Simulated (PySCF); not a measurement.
**Exercise with solution: oscillator strength and radiative lifetime**

Si(CCH)2(Cl)(F) (C4H2ClFSi), SMILES C#C[Si](F)(Cl)C#C.

Coordinates come from a ωB97X-D3(BJ)/def2-SVP optimisation. This is a generated structure with no PubChem entry under its InChIKey; it may be hypothetical.

PySCF with TDDFT-PBE0/def2-SVPD puts the first singlet state with f over 0.02 at 7.09 eV (vertical), with the transition dipole (0.000, 0.000, -1.197) in atomic units.

### Question
Find the oscillator strength, the wavelength and the radiative lifetime that this transition would have in vacuum if emission retraced absorption.

### Answer

|μ|² = 1.4328 au, so |μ| = 3.04 D. ΔE = 7.09/27.211 = 0.2606 hartree. f = (2/3) ΔE |μ|² = 0.249 (the program prints 0.249).
λ = 1239.84/7.09 = 175 nm; ν = 57185 cm⁻¹.
Einstein's coefficient A = 0.6670 ν² f s⁻¹ (ν in cm⁻¹) = 5.4e8 s⁻¹, so τ = 1/A = 1.8 ns. This state is S7; the lower singlets have f = 0.000, 0.000, 0.000, 0.000, 0.000, 0.004. The figure is the radiative limit of this one transition; relaxation, internal conversion, crossing to triplets and a medium change what is measured.
